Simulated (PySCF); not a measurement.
Magnetic susceptibility: SMILES F/C=C\CC1(CF)CC1, C₇H₁₀F₂

Cartesian coordinates in Å; atom numbers follow the order of the lines, from 1:
```xyz
19

F     3.106    0.352   -1.372
C     2.830   -0.307   -0.231
C     1.716   -0.106    0.447
C     0.633    0.849    0.051
C    -0.689    0.130   -0.155
C    -0.654   -0.805   -1.349
F    -1.847   -1.462   -1.511
C    -1.971    0.846    0.151
C    -1.499   -0.264    1.045
H     3.624   -0.989    0.036
H     1.559   -0.676    1.349
H     0.919    1.373   -0.864
H     0.509    1.589    0.846
H    -0.471   -0.250   -2.277
H     0.116   -1.575   -1.224
H    -2.820    0.655   -0.487
H    -1.918    1.860    0.518
H    -1.120   -0.007    2.022
H    -2.032   -1.202    1.013
```

The calculation used PySCF 2.14.0, GIAO B97-2/pcSseg-1 magnetisability, rotational g tensor and spin-rotation constants, non-relativistic, gas phase. Geometry: GFN2-xTB.

Task: How diamagnetic is it, and how anisotropic?

Result: Isotropic -1428 × 10⁻³⁰ J/T², or -86.0 × 10⁻⁶ cm³/mol; principal values -1603, -1359, -1323 × 10⁻³⁰ J/T², anisotropy 264 × 10⁻³⁰ J/T² (root of half the summed squared differences of the principal values). The susceptibility is in cgs units.

Task: Split it along the inertial axes a, b, c into diamagnetic and paramagnetic parts about the centre of mass, with the quadrupole moment.

Result: 
```csv
axis,χ (10⁻⁶ cm³/mol),diamagnetic (10⁻⁶ cm³/mol),paramagnetic (10⁻⁶ cm³/mol),summed x² of all electrons (Å²),quadrupole Θ (D Å)
a,-88.8,-549.8,461.1,274.9,-6.05
b,-88.3,-1341.6,1253.3,88.2,+1.02
c,-81.0,-1540.5,1459.5,41.4,+5.03
```
Anisotropies 2χaa − χbb − χcc = -8.3 and 2χbb − χaa − χcc = -6.9 × 10⁻⁶ cm³/mol. Θ is traceless in Buckingham's convention.

Task: And the rotational g tensor?

Result: 
| axis | rotational constant (GHz) | g | nuclear part | electronic part |
| --- | --- | --- | --- | --- |
| a | 2.7284 | -0.0055 | 0.5854 | -0.5910 |
| b | 0.9144 | -0.0038 | 0.5346 | -0.5384 |
| c | 0.7852 | -0.0069 | 0.5315 | -0.5384 |

Asymmetric top; isotopes 12C, 19F, 1H; no vibrational averaging.
